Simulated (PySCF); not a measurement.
## Electron affinity of Ni by level of theory

Ni⁻ [Ar] 3d9 4s2 (2D) → Ni [Ar] 3d8 4s2 (3F), as a difference of total energies. Calculation: PySCF 2.14, in def2-TZVPPD (6s6p4d2f1g, 67 functions); the non-relativistic Hamiltonian (point nucleus). Correlated levels: valence and next inner shell: [Ne] frozen. The calculations carry no spin-orbit coupling.

```json
{"method": "UHF", "electron affinity (eV)": "-1.892"}
{"method": "MP2 (valence and next inner shell)", "electron affinity (eV)": "1.898"}
{"method": "SCS-MP2 (valence and next inner shell)", "electron affinity (eV)": "1.424"}
{"method": "CCSD (valence and next inner shell)", "electron affinity (eV)": "0.612"}
{"method": "CCSD(T) (valence and next inner shell)", "electron affinity (eV)": "0.909"}
```

A first-order spin-orbit estimate (lowest level to lowest level, LS coupling) adds -0.048 eV.

These non-relativistic numbers lack the scalar-relativistic shift.

Errors of the correlated levels include the incompleteness of this basis and the frozen core.

A negative affinity means that the anion lies above the atom at that level of theory.

For comparison: 1.157 eV (measured; photodetachment measurements, as compiled on the Wikipedia data page of electron affinities).
